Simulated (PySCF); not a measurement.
## Lu⁵⁷⁺ (lutetium, charge +57): UHF calculation

Configuration: [Ne] 3s2 3p2, high-spin 3P determinant. Computed with PySCF 2.14 in an even-tempered Gaussian basis (17 s from 15 bohr⁻², ratio 2.5; 12 p from 19 bohr⁻², ratio 2.5; 4 d from 74 bohr⁻², ratio 2.7; 4 f from 110 bohr⁻², ratio 2.7), with the spin-free X2C one-electron Hamiltonian (Gaussian nucleus).

* Total energy: -10989.217042 hartree
* One-electron energy: -11904.8630 hartree
* Hartree (Coulomb) energy: 1066.6689 hartree
* Exchange energy: -151.0229 hartree
* ⟨S²⟩: 2.0003
* ⟨L²⟩: 2.001
* Sum of ⟨r⟩: 1.395 bohr
* Sum of ⟨r²⟩: 0.2250 bohr²
* Traceless quadrupole moment −½Σ⟨3z² − r²⟩ along its main axis: 0.0169 e·bohr²

```
shell  electrons  mean orbital energy (eV)  spread (eV)  rms radius, mean of both spins (bohr)
 1s α          1                  -68131.6            0                                 0.0219
 1s β          1                  -68116.6            0                                 0.0219
 2s α          1                  -15228.8            0                                 0.0871
 2s β          1                  -15219.5            0                                 0.0871
 2p α          3                  -13960.2        8.848                                 0.0786
 2p β          3                  -13942.3       10.593                                 0.0786
 3s α          1                   -6131.6            0                                  0.209
 3s β          1                   -6077.4            0                                  0.209
 3p α          2                   -5751.3            0                                  0.206
```

Spin-orbit coupling is strong in this species (close to jj coupling), so the high-spin LS determinant is a model state, not a physical level.

Densities and radii are taken from the X2C orbitals without a picture-change correction, which distorts them close to the nucleus.

Spin-orbit constants ζ (cm⁻¹) from the X2C one-electron operator on these orbitals: bare nucleus, nucleus screened by l(l+1)(2l+1)/3 electrons, and screened by the Breit-Pauli mean field of the electrons.

```tsv
shell	bare	screened nucleus	mean field
2p	5863000	5698000	5642000
3p	1533000	1490000	1477000
```

To first order the Landé constant is A = 738700 cm⁻¹, so the lowest level has J = 0 and lies 183 eV below the centre of the term. This holds in LS coupling only, and this species is close to jj coupling.
